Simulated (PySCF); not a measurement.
hydrogen bromide (BrH), SMILES Br.

Geometry: PBE0-D3(BJ)/def2-TZVPD.

These are SMD-PBE0/def2-SVP (PySCF) values and carry that method's errors.

Solvation free energies are E(SMD) − E(gas) at the gas-phase geometry, for 1 M in both phases. Bromine has the revised SMD18 radius of 2.60 Å. In vacuum the dipole moment is 1.08 D.

Question: Estimate the solvation free energies in water, 2-propanol, acetone. (Estimate from the structure and the level; the computed values follow.)

Answer: 
| solvent | ΔG(solv) (kcal/mol) | its non-electrostatic (CDS) part | dipole (D) |
|---|---|---|---|
| water | -1.8 | 0.2 | 1.38 |
| 2-propanol | -3.8 | -1.9 | 1.36 |
| acetone | -3.7 | -1.8 | 1.36 |
